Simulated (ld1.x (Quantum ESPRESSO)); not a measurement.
**fluorine: excitation energies, all-electron against TM**

```json
{
  "Element": "fluorine (F)",
  "Generator": "ld1.x (Quantum ESPRESSO) 7.5",
  "Type": "norm-conserving Troullier–Martins (Kleinman–Bylander form)",
  "Functional": "PBE",
  "Relativity": "non-relativistic",
  "Frozen core": "[He]",
  "Valence charge": "7",
  "Reference configuration": "2s2 2p5",
  "Partial waves": "2p (bound): rc 1.65 bohr; 2s (bound): rc 0.70 bohr",
  "Local potential": "the s channel",
  "Core correction": "none"
}
```

Energies are relative to the spin-unpolarised reference configuration 2s2 2p5; without spin polarisation the order of configurations can differ from experiment. The frozen-core shift is the all-electron ΔE with the core orbitals held at their reference shape minus the fully relaxed ΔE.

| valence configuration | charge | ΔE all-electron (eV) | error AE − PS (meV) | frozen-core shift (meV) |
| --- | --- | --- | --- | --- |
| 2s2 2p4 | +1 | 19.402 | +38 | +0.1 |
| 2s2 2p2 | +3 | 118.439 | +1476 | +4.3 |
| 2s1 2p6 | 0 | 18.724 | +6.1 | +0.4 |
| 2s1 2p5 | +1 | 38.408 | -118 | +0.5 |
| 2s2 2p1 | +4 | 204.237 | +4194 | +15 |
| 2s2 2p4.5 | +0.5 | 7.549 | +5.3 | 0.0 |

What are ΔE and the potential's error for 2s2 2p3?

ΔE = 57.796 eV all-electron; the error (AE − PS) is +358 meV.

Levels in the configuration 2s2 2p1:

```
level  all-electron (eV)  pseudo (eV)
   2s           -116.567     -115.137
   2p            -99.274      -95.421
```
